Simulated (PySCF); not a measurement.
# Two-photon absorption: SMILES [SiH3]C1=CC=C(C=S)B1, C₅H₇BSSi

Geometry (Å), atoms numbered from 1 in this order:
```xyz
15

Si    2.704   -0.006    0.359
C     0.861   -0.129    0.126
C     0.231   -0.903   -0.796
C    -1.249   -0.792   -0.742
C    -1.657    0.071    0.229
C    -3.032    0.376    0.510
S    -3.563    1.408    1.658
B    -0.312    0.605    0.905
H     3.404   -0.898   -0.616
H     3.162    1.403    0.151
H     3.082   -0.408    1.749
H     0.725   -1.558   -1.525
H    -1.908   -1.349   -1.417
H    -3.768   -0.148   -0.124
H    -0.213    1.396    1.806
```

Theory: PySCF 2.14.0, TDDFT CAM-B3LYP/def2-SVPD excited states, vertical, gas phase. Geometry: PBE0-D3(BJ)/def2-SVP.

(1) How strongly do the lowest singlets absorb one photon, and two photons of half the energy?

Answers

(1) δ for parallel linear polarisation; σ at the peak of a Lorentzian of half width 0.1 eV, single beam; Ω is circular over linear.
```tsv
state	E (eV)	f	photon λ (nm)	δ (au)	σ (GM)	Ω	main
S1	1.86	0.000	1335	0.36	0.00	1.50	HOMO→LUMO 0.77, HOMO→LUMO+1 0.21
S2	2.34	0.063	1060	8.45	0.02	1.06	HOMO−1→LUMO 0.90
S3	3.28	0.000	757	11.3	0.04	1.50	HOMO→LUMO+1 0.76, HOMO→LUMO 0.21
S4	3.85	0.000	645	0.63	0.00	1.50	HOMO−3→LUMO 0.91
S5	4.39	0.336	565	27700	195.83	0.66	HOMO−1→LUMO+1 0.86
```

Among these, the strongest one-photon state is S5, the strongest two-photon state S5, with a dipole change of 2.9 D (relaxed, norm of the difference vector).
